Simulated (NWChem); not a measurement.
System meant: C$_{2}$H$_{4}$O$_{2}$Si; SMILES O=C1C[SiH2]O1

NWChem input:

```
start job
memory heap 200 mb stack 900 mb global 1100 mb
geometry units angstroms noautoz
  O      0.124423     2.135333     0.000000
  C      0.025646     0.951695     0.000000
  C     -1.214597     0.041741     0.000000
  Si     0.066682    -1.330445     0.000000
  O      1.075397     0.074362     0.000000
  H     -1.837636     0.190403    -0.893841
  H     -1.837636     0.190403     0.893841
  H      0.240749    -2.148214    -1.227508
  H      0.240749    -2.148214     1.227508
end
basis spherical
  * library def2-svp
end
dft
  xc b3lyp
  iterations 4
  mulliken
end
task dft energy
```

End of the output:

```
    Atom       Charge   Shell Charges
 -----------   ------   -------------------------------------------------------
    1 O    8     8.13   1.97  0.92  0.64  2.70  1.87  0.03
    2 C    6     5.93   1.96  0.60  0.28  1.78  0.99  0.31
    3 C    6     6.24   1.96  0.61  0.33  1.95  1.33  0.06
    4 Si  14    13.40   2.00  1.93  0.65  0.33  5.81  1.26  0.98  0.43
    5 O    8     8.21   1.97  0.94  0.62  2.71  1.95  0.02
    6 H    1     0.95   0.62  0.26  0.07
    7 H    1     0.95   0.62  0.26  0.07
    8 H    1     1.10   0.65  0.42  0.03
    9 H    1     1.10   0.65  0.42  0.03

 center of mass
 --------------
 x =   0.06762625 y =   0.08639944 z =   0.00000000

 moments of inertia (a.u.)
 ------------------
         525.075730871056          -0.000000000000           0.000000000000
          -0.000000000000         171.415824405759           0.000000000000
           0.000000000000           0.000000000000         663.298227640943

     Multipole analysis of the density
     ---------------------------------

     L   x y z        total         alpha         beta         nuclear
     -   - - -        -----         -----         ----         -------
     0   0 0 0     -0.000000    -23.000000    -23.000000     46.000000

     1   1 0 0     -0.772856     -0.386428     -0.386428     -0.000000
     1   0 1 0     -1.400941     -0.700471     -0.700471     -0.000000
     1   0 0 1     -0.000000     -0.000000     -0.000000      0.000000

     2   2 0 0    -27.053714    -58.469658    -58.469658     89.885602
     2   1 1 0     -0.787744      0.948070      0.948070     -2.683884
     2   1 0 1      0.000000      0.000000      0.000000      0.000000
     2   0 2 0    -30.545556   -151.000083   -151.000083    271.454611
     2   0 1 1      0.000000      0.000000      0.000000      0.000000
     2   0 0 2    -25.993214    -21.230509    -21.230509     16.467803

 ------------------------------------------------------------------------
 dft energy failed                                                                                  0
 ------------------------------------------------------------------------
 ------------------------------------------------------------------------
  current input line :
    22: task dft energy
 ------------------------------------------------------------------------
 ------------------------------------------------------------------------
 This type of error is most commonly associated with calculations not reaching convergence criteria
 ------------------------------------------------------------------------
 For more information see the NWChem manual at https://nwchemgit.github.io

0:dft energy failed:Received an Error in Communication
```

Can this run be used? If not, why, and what is the fix?

Convergence was not reached. Cause: the SCF was allowed too few iterations. This input runs:
```
start job
memory heap 200 mb stack 900 mb global 1100 mb
geometry units angstroms noautoz
  O      0.124423     2.135333     0.000000
  C      0.025646     0.951695     0.000000
  C     -1.214597     0.041741     0.000000
  Si     0.066682    -1.330445     0.000000
  O      1.075397     0.074362     0.000000
  H     -1.837636     0.190403    -0.893841
  H     -1.837636     0.190403     0.893841
  H      0.240749    -2.148214    -1.227508
  H      0.240749    -2.148214     1.227508
end
basis spherical
  * library def2-svp
end
dft
  xc b3lyp
  iterations 150
  mulliken
end
task dft energy
```
It converges to -518.33784 Ha (B3LYP/def2-SVP).
